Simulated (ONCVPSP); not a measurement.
## What one change does to a pseudopotential (Sr (Z = 38), ONCV)

strontium (Sr), optimised norm-conserving Vanderbilt (ONCV), made with ONCVPSP 4.0.1 (PBE, fully relativistic). Core [Ar] 3d10, reference 4s2 4p6 5s1 5p1. Waves: 4s+5s: rc 2.60 bohr, ncon 4, nbas 7, qcut 4.5 1/bohr, 2 projectors; 4p+5p: rc 2.15 bohr, ncon 4, nbas 7, qcut 7.9 1/bohr, 2 projectors; d scattering state at 0.16 Ha: rc 2.25 bohr, ncon 3, nbas 8, qcut 3.7 1/bohr, 2 projectors, debl 0.8 Ha. Local part: polynomial inside 2.10 bohr (lpopt 5, dvloc0 3 Ha). Core correction: Teter function, fcfact 6, rcfact 1.6.

Open shells are filled in proportion to 2j + 1.

In the d channel the program set the typed energies aside and used 0.050, 0.850 Ha (j = l + 1/2; the other j can differ).

Change: core correction Teter function, fcfact 6, rcfact 0.96.

Cutoffs: the cutoffs (Ha) at which the residual kinetic energy of the hardest occupied pseudo-wave falls to 1 and 0.1 mHa per electron; they do not see the model core or the augmentation charge, which bear on the density cutoff. Errors are all-electron minus pseudo energies relative to the spin-unpolarised reference configuration.

Q: Predict the effect on cutoff, ghosts and configuration errors.

A: The potential gets neither clearly harder nor softer (14 Ha and 19 Ha → 14 Ha and 19 Ha); of the 4 tests that both files solve, the error grows in 0 and shrinks in 2 by more than 15 % and 0.3 meV (median size 0.9 → 0.5 meV); neither file shows a bound ghost. A model core, the more so a compact one, raises the density cutoff, which this test does not measure.

| quantity | base | changed |
| --- | --- | --- |
| cutoff, loose | 14 Ha | 14 Ha |
| cutoff, tight | 19 Ha | 19 Ha |
| bound ghosts | none | none |
| GHOST(+) flags under 300 eV | none | none |
| error for 4s2 4p6 5s2 5p0, meV [ΔE -2.30 eV] | -0.7 | -0.4 |
| error for 4s2 4p6 5s1 5p0, meV [ΔE 3.59 eV] | 0.0 | +0.1 |
| error for 4s2 4p6 5s0 5p0, meV [ΔE 14.59 eV] | -1.9 | -1.1 |
| error for 4s2 4p6 5s0 5p2, meV [ΔE 2.41 eV] | -1.0 | -0.6 |
| s: phases at 2.64 bohr within 0.05 rad from the reference energy up to (Ha; the scan ends near 5) | 2.9 | 2.9 |
| p3/2: phases at 2.18 bohr within 0.05 rad from the reference energy up to (Ha; the scan ends near 5) | to the end of the scan | to the end of the scan |
| p1/2: phases at 2.18 bohr within 0.05 rad from the reference energy up to (Ha; the scan ends near 5) | to the end of the scan | to the end of the scan |
| d5/2: phases at 2.29 bohr within 0.05 rad from the reference energy up to (Ha; the scan ends near 5) | 2.5 | 2.5 |
| d3/2: phases at 2.29 bohr within 0.05 rad from the reference energy up to (Ha; the scan ends near 5) | 2.4 | 2.4 |
| rms error of d²Exc/dni dnj with the model core, mHa | 2.47 | 4.62 |
